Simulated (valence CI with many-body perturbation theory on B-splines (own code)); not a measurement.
# Forbidden lines of Ru²³⁺

Calculated by valence CI with perturbative core correlation (CI+MBPT): three valence electrons over a frozen Dirac-Fock core [Ar], a basis of 9 s, 9 p, 10 d, 8 f, 5 g, 3 h, 1 i functions for each j, with the one-electron correlation potential Σ1, the two-electron term Σ2, the three-electron term Σ3, Breit, model QED; selected CI, second order for the rest (own B-spline code, finite nucleus).

No measured levels were compared; by estimate terms of the open shell hold to 2 to 4 % of their energy, and close levels can change places. Only levels of the ground parity were solved; by the run's estimate the other parity begins above the list, which can be wrong where configurations are misplaced.

Lines 51 to 66 of 66 in falling wavelength, among levels below 279660 cm⁻¹, chosen from the decays that carry over 1 % of a level's rate. Wavelengths and rates use the calculated energies, so an error of 3000 cm⁻¹ moves a line at 686.8 Å by 2.1 % and its rate by three times that or more. Electric multipoles are in the length gauge, E1 and E2 with the static RPA response of the core. Weak lines are less certain than strong ones. Lines between different terms over intervals too small for the method are left out, as are lines whose strength nearly cancels. The highest levels of a list are the least certain. Branching is blank where the lifetime is uncertain.

Names give the largest LS component (configuration and term), which can be under half, so a name can repeat, a term be missing and a line seem to break the LS rules; names also repeat where a configuration has a term twice. Letters in brackets count levels of one name in rising energy.

| λ vac (Å) | Upper | Lower | Type | A (s⁻¹) | Branch % |
| --- | --- | --- | --- | --- | --- |
| 686.8 | 3d³ ²D_5/2 [a] | 3d³ ⁴F_3/2 | M1 | 3.93e+01 | 1.4 |
| 680.1 | 3d³ ²P_3/2 | 3d³ ⁴F_5/2 | M1 | 9.52e+02 | 20.4 |
| 667.2 | 3d³ ²D_3/2 [b] | 3d³ ²D_3/2 [a] | M1 | 5.79e+02 |  |
| 663.5 | 3d³ ²D_5/2 [b] | 3d³ ²D_3/2 [a] | M1 | 2.65e+03 | 26.1 |
| 638.5 | 3d³ ²F_7/2 | 3d³ ⁴F_5/2 | M1 | 2.56e+02 | 14.7 |
| 613.7 | 3d³ ²D_3/2 [b] | 3d³ ⁴P_5/2 | M1 | 1.26e+02 |  |
| 610.6 | 3d³ ²D_5/2 [b] | 3d³ ⁴P_5/2 | M1 | 2.66e+03 | 26.2 |
| 586.9 | 3d³ ²P_3/2 | 3d³ ⁴F_3/2 | M1 | 2.21e+02 | 4.7 |
| 581.0 | 3d³ ²D_3/2 [b] | 3d³ ²G_7/2 | E2 | 6.01e+01 |  |
| 578.2 | 3d³ ²D_5/2 [b] | 3d³ ²G_7/2 | M1 | 5.42e+02 | 5.3 |
| 556.4 | 3d³ ²F_5/2 | 3d³ ⁴F_3/2 | M1 | 5.24e+02 | 34.8 |
| 518.2 | 3d³ ²D_3/2 [b] | 3d³ ⁴P_1/2 | M1 | 2.47e+02 |  |
| 494.9 | 3d³ ²D_3/2 [b] | 3d³ ⁴P_3/2 | M1 | 7.15e+02 |  |
| 442.8 | 3d³ ²D_5/2 [b] | 3d³ ⁴F_7/2 | M1 | 6.27e+02 | 6.2 |
| 408.6 | 3d³ ²D_3/2 [b] | 3d³ ⁴F_5/2 | M1 | 6.91e+02 |  |
| 373.0 | 3d³ ²D_3/2 [b] | 3d³ ⁴F_3/2 | M1 | 9.52e+01 |  |
